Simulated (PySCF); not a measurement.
Structure problem from calculated spectra and properties.

Formula: C4H12AlNO2.

| Quantity | Value |
| --- | --- |
| Triplet | lowest triplet excitation (Tamm–Dancoff): 5.28 eV [TDA PBE0/def2-SVPD] |
| NMR, other nuclei | isotropic shieldings of nuclei other than C and H, by class: 203 (1 N), -131 (1 O), 105 (1 O), 402 (1 Al) ppm [GIAO B3LYP/pcSseg-1] |
| Valence photoelectron | vertical ionisation energy: 9.56 eV [ΔSCF PBE0/def2-SVPD] |
| 1H NMR | chemical shifts (computed TMS as zero) by class: 7.79 (1 H), 4.35 (2 H), 3.85 (3 H), 2.50 (6 H) ppm [GIAO B3LYP/pcSseg-1] |
| Dipole | 4.64 D [PBE0/def2-SVPD] |
| Polarisability | 97.3 au [PBE0/def2-SVPD] |
| 13C NMR | chemical shifts (computed TMS as zero) by class: 162.3 (1 C), 85.0 (1 C), 44.3 (2 C) ppm [GIAO B3LYP/pcSseg-1] |
| UV, strongest line | among the 10 lowest singlet transitions: S6 at 6.93 eV (179 nm, f = 0.032) [TDDFT PBE0/def2-SVPD] |
| UV, first state | lowest singlet excitation: 5.86 eV (212 nm, f = 0.001) [TDDFT PBE0/def2-SVPD] |
| Rotational structure | rotational constants A, B, C: 2.516, 1.043, 0.926 GHz [PBE0-D3(BJ)/def2-SVP] |

The electronic properties come from PySCF, for the isolated species, density fitting. Levels stand in brackets. The structure is a single PBE0-D3(BJ)/def2-SVP conformer in the gas phase; no vibrational or solvent corrections. NMR classes are plain means over equivalent atoms (diastereotopic ones count apart unless rotation or inversion swaps them), as if these changed places fast.

Question: Propose a structure and show how it fits.

Answer: Numbering: `[CH3:1][N+:2]([CH3:3])([AlH3-:4])[CH2:5][O:6][CH:7]=[O:8]`. 4 carbons fall into 3 classes; from least to most shielded: ester carbonyl carbon [C7] (162.3 ppm), sp3 carbon bound to oxygen [C5] (85.0 ppm), N-methyl carbon [C1/C3] (44.3 ppm, 2 C). Hydrogen classes from least to most shielded: 1 H on an ester carbonyl carbon, C7 (7.79 ppm), 2 H on an sp3 carbon bound to oxygen, C5 (4.35 ppm, a mean of values up to 1.1 ppm apart in this geometry), 3 H on an aluminium bonded to N and 3 H, Al4 (3.85 ppm), 6 H on 2 N-methyl carbons, C1/C3 (2.50 ppm, a mean of values up to 1.7 ppm apart in this geometry). The other shieldings belong to: 203 ppm, nitrogen bonded to Al and 3 C [N2]; -131 ppm, ester carbonyl oxygen [O8]; 105 ppm, ester single-bonded oxygen [O6]; 402 ppm, aluminium bonded to N and 3 H [Al4]. The first electron is taken from the HOMO, whose largest Löwdin shares are 0.36 on the aluminium bonded to N and 3 H, 0.29 on an Al–H hydrogen and 0.26 on an Al–H hydrogen. The optimised geometry has point group C1 and is an asymmetric top. Structure: `C[N+](C)([AlH3-])COC=O`. The assignments are read from this structure; whether some other isomer fits the data as well wasn't checked.

Shape of the structure used: `[CH3:1][N+:2]([CH3:3])([AlH3-:4])[CH2:5][O:6][CH:7]=[O:8]`: C1–N2–C5–O6 -64°, N2–C5–O6–C7 -167°, C5–O6–C7–O8 -3°.
